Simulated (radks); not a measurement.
The numbers below are computed, except where a source is named.
Question: Neutral zinc, [Ar] 3d10 4s2. Level of theory: non-relativistic Kohn-Sham, r2SCAN, spin-polarised, spherical densities, point nucleus; meta-GGA in the generalised Kohn-Sham scheme (a radial shooting solver on a logarithmic mesh with Libxc functionals). Every spin shell is full or empty, so the densities are truly spherical. Functionals are evaluated on that one density, not self-consistently. Rank these orbital-free kinetic functionals by their error against the exact value of the orbitals, and give that value: Thomas-Fermi, von Weizsacker, TF + vW/9, LC94, APBEK, Perdew 92, Pearson, LKT, PG1, DePristo-Kress, Ernzerhof.

Answer: Exact: 1778.17 hartree. From best to worst, with 100 (|E| - |E exact|)/|E exact| (equal figures are ties): APBEK +0.01, LC94 -0.08, DePristo-Kress -0.17, Ernzerhof -0.46, Perdew 92 -0.83, TF + vW/9 -0.85, Pearson -1.27, Thomas-Fermi -6.33, PG1 +18.52, LKT +23.38, von Weizsacker -50.62.
